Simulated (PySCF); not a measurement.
Vertical excitations of a molecule C3H6BNO from TDDFT-PBE/def2-SVPD in PySCF 2.14.0, as energy in eV (oscillator strength): 4.88 (0.004), 5.94 (0.001), 5.99 (0.006), 6.01 (0.060), 6.45 (0.000), 6.67 (0.001), 7.07 (0.024), 7.37 (0.001), 7.42 (0.032), 7.54 (0.003). Lowest triplet (TDA): 4.44 eV. The structure is a stationary point at ωB97X-D3(BJ)/def2-SVP. One conformer was computed; it need not be the lowest.

Identify the compound among the candidates.
(A) CB1CN=CO1
(B) OB1C=NCC1
(C) CN1C=CB1O
(D) COB1C=NC1

A, CB1CN=CO1
